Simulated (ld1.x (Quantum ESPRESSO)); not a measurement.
## S: one change to a TM potential, before and after

| Quantity | Value |
| --- | --- |
| Element | S (Z = 16) |
| Generator | ld1.x (Quantum ESPRESSO) 7.5 |
| Type | norm-conserving Troullier–Martins (Kleinman–Bylander form) |
| Functional | PBE |
| Relativity | non-relativistic |
| Frozen core | [Ne] |
| Valence charge | 6 |
| Reference configuration | 3s2 3p2 (charge +2) |
| Partial waves | 3s (bound): rc 1.30 bohr; 3p (bound): rc 1.65 bohr |
| Local potential | all-electron potential smoothed inside 1.15 bohr (lloc = -2) |
| Core correction | Bessel-smoothed model core, default radius (core density twice the valence density) |

Change: reference 3s1 3p5.

Cutoffs: the cutoffs (Ry, on a coarse ladder) from which the occupation-weighted sum of valence levels, in a spherical-Bessel basis at the reference potential, stays within 10 and 1 mRy of its value at 400 Ry; they do not see the model core or the augmentation charge, which bear on the density cutoff. Errors are all-electron minus pseudo energies relative to the spin-unpolarised reference configuration.

What does the change do?

The potential gets softer (40 Ry and 60 Ry → 25 Ry and 55 Ry); the range in which the s phases agree widens (upper end 1.5 → 3.1); the range in which the p phases agree widens (upper end 3.5 → at the end of the scan); neither file shows a bound ghost.

| quantity | base | changed |
| --- | --- | --- |
| cutoff, loose | 40 Ry | 25 Ry |
| cutoff, tight | 60 Ry | 55 Ry |
| loose cutoff by channel (10 mRy a level) | s 21 Ry, p 12 Ry | s 21 Ry, p 10 Ry |
| bound ghosts | none | none |
| largest error over its own tests, meV | +37 | +228 |
| s: phases at 1.79 bohr within 0.05 rad from the reference energy up to (Ry; the scan ends near 5) | 1.5 | 3.1 |
| p: phases at 1.79 bohr within 0.05 rad from the reference energy up to (Ry; the scan ends near 5) | 3.5 | to the end of the scan |
